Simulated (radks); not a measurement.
Ag19+, 28 electrons, occupied as [Ar] 3d10. All-electron calculation, non-relativistic Kohn-Sham, TPSS, spin-polarised, spherical densities, point nucleus; meta-GGA in the generalised Kohn-Sham scheme; relativity is left out, which matters for an element this heavy. Program: a radial shooting solver on a logarithmic mesh with Libxc functionals.

Normalised radial functions P(r) = r R(r), r in bohr:

| r | 3p |
|---|---|
| 0.00134 | 0.0021 |
| 0.001676 | 0.0032 |
| 0.002097 | 0.0050 |
| 0.002624 | 0.0077 |
| 0.003283 | 0.0118 |
| 0.004074 | 0.0179 |
| 0.005097 | 0.0274 |
| 0.006377 | 0.0416 |
| 0.007978 | 0.0626 |
| 0.009981 | 0.0935 |
| 0.01249 | 0.1380 |
| 0.01562 | 0.2005 |
| 0.01954 | 0.2858 |
| 0.02445 | 0.3978 |
| 0.03059 | 0.5369 |
| 0.03796 | 0.6907 |
| 0.0475 | 0.8526 |
| 0.05942 | 0.9824 |
| 0.07434 | 1.0256 |
| 0.093 | 0.9160 |
| 0.1164 | 0.5967 |
| 0.1456 | 0.0567 |
| 0.1821 | -0.6320 |
| 0.2278 | -1.3027 |
| 0.285 | -1.7418 |
| 0.3566 | -1.7952 |
| 0.4426 | -1.4911 |
| 0.5537 | -0.9772 |
| 0.6927 | -0.4895 |
| 0.8667 | -0.1788 |
| 1.084 | -0.0442 |

3p: eigenvalue -1040.6 eV, 1 radial node at r = 0.148 bohr, <r> = 0.366 bohr, 90 % of the charge inside 0.548 bohr.
